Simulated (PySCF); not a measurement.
C2H7FOSi2, SMILES C[Si@H](F)C(=O)[SiH3].

Geometry optimised at B3LYP-D3(BJ)/def2-SVP. The structure was generated by enumeration; whether it is a known compound was not checked. One conformer was computed; it need not be the lowest.

Computed with PySCF with SMD-B3LYP/def2-SVP.

Solvation free energies are E(SMD) − E(gas) at the gas-phase geometry, for 1 M in both phases. In vacuum the dipole moment is 1.07 D.

```json
[
 {"solvent": "water", "ΔG(solv) (kcal/mol)": "0.7", "its non-electrostatic (CDS) part": "5.9", "dipole (D)": "1.46"},
 {"solvent": "methanol", "ΔG(solv) (kcal/mol)": "-2.7", "its non-electrostatic (CDS) part": "2.3", "dipole (D)": "1.44"},
 {"solvent": "acetonitrile", "ΔG(solv) (kcal/mol)": "-3.0", "its non-electrostatic (CDS) part": "0.7", "dipole (D)": "1.34"}
]
```
